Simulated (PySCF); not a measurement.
SMILES C[Te][SeH] (CH4SeTe), singlet at its B3LYP/def2-SVP optimised geometry (Å):

```
7

Te    -1.0957    -0.7406     0.0000
C      1.0890    -0.7406     0.0000
H      1.4601    -0.3130    -0.9392
H      1.4000    -1.7925     0.0857
H      1.4518    -0.1694     0.8630
Se    -1.4601     1.7925     0.0000
H     -1.4508     1.9707    -1.4700
```

Method: B3LYP/def2-TZVP, def2 effective core potentials past Kr (PySCF 2.14.0). The core electrons that the potentials of Te replace are not part of the density. Cells within 0.4 Å of a nucleus heavier than hydrogen are left out (blank, or x).

Map of the Laplacian of the electron density (e/bohr⁵), clipped to [-1.50, 1.50] on the plane z = 0.0 Å:

```
|5555555555555555555555555555555|
|5555555555555555555555555555555|
|5555555555555555555555555555555|
|5555555555555555555555555555555|
|5555555555555555555555555555555|
|5555555555555555555555555555555|
|5555555589984555555555555555555|
|555555569xx97455555555555555555|
|555555499xx99455555555555555555|
|555555499xx99455555555555555555|
|5555555599995555555555555555555|
|5555555557855555555555555555555|
|5555555554445555555555555555555|
|5555555555455555555555555555555|
|5555555555555555555555555555555|
|5555555557999655555555555555555|
|5555555579999965555545555555555|
|5555555599xxx98543xxx5555555555|
|5555555599xxx99543xxx5555555555|
|55555555890x0975445x64555555555|
|5555555559999955554224555555555|
|5555555555787555555303555555555|
|5555555555555555555402555555555|
|5555555555555555555555555555555|
|5555555555555555555555555555555|
|5555555555555555555555555555555|
|5555555555555555555555555555555|
|5555555555555555555555555555555|
|5555555555555555555555555555555|
|5555555555555555555555555555555|
|5555555555555555555555555555555|
```
Scale: ten equal steps from -1.50 (start of '0') to 1.50 (end of '9'), in the order '0123456789'; x runs from -4.00 to 4.00, y from -4.00 (bottom) to 4.00 (top).
